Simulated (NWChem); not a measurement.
Correlation energy of IIn

```xyz
2

In     0.0000     0.0000    -1.4660
I      0.0000     0.0000     1.3554
```
Charge 0, spin multiplicity 1.

Program: NWChem. All single points use one geometry, from B3LYP/def2-SVP with def2 effective core potentials on In, I, a minimum by its harmonic frequencies.

Basis set: def2-SVP. Each correlation energy counts from its own Hartree-Fock reference.

Effective core potentials replace the inner electrons of In, I; spin-orbit coupling is left out. The correlated methods keep 8 core orbitals frozen. The structure started from a generated list of species. Coupled-cluster values serve here as a point of comparison, not as the truth.

**Question.** Order these methods by the correlation energy they give, lowest first: CCSD(T), CR-CCSD(T), SCS-MP2, MP2, CCSD.

**Answer.** CCSD(T) (-202.8 mHa), CR-CCSD(T) (-201.8 mHa), CCSD (-197.0 mHa), MP2 (-178.9 mHa), SCS-MP2 (-170.1 mHa)
